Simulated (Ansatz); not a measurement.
Correlation energies of FGe$_{2}$H$_{5}$O, SMILES `[F][GeH2][O][GeH3]` by basis set

```xyz
9

F    -0.597   -2.832   -0.694
Ge   -0.302   -1.159   -1.024
O    -0.051   -0.448    0.554
Ge    0.315    1.210    1.073
H     0.976   -1.093   -1.872
H    -1.573   -0.608   -1.685
H    -0.827    2.136    0.616
H     1.645    1.649    0.432
H     0.416    1.145    2.599
```

The species carries charge 0 and has multiplicity 1. Correlated methods include outer-core shells of Ge, which these sets cover unevenly. Scalar relativity is left out up to krypton. The geometry is a stationary point of PBE0-D4/def2-TZVP. It is one conformer, not always the lowest. Frozen core, restricted reference, Ansatz.

```json
{"basis": "def2-SVP", "HF (Eh)": "-4327.34711", "MP2 corr.": "?", "CCSD corr.": "-0.85111", "(T)": "-0.02005", "CCSD(T) total": "?"}
{"basis": "def2-TZVPP", "HF (Eh)": "?", "MP2 corr.": "-1.00369", "CCSD corr.": "?", "(T)": "-0.03400", "CCSD(T) total": "?"}
{"basis": "def2-QZVPP", "HF (Eh)": "-4328.20098", "MP2 corr.": "?", "CCSD corr.": "–", "(T)": "–", "CCSD(T) total": "–"}
```

Task: Fill in the withheld values. (Estimate.)

Result: The calculation gave: def2-SVP MP2 corr.: -0.83582; def2-SVP CCSD(T) total: -4328.21827; def2-TZVPP HF (Eh): -4328.10679; def2-TZVPP CCSD corr.: -1.01962; def2-TZVPP CCSD(T) total: -4329.16041; def2-QZVPP MP2 corr.: -1.57373.
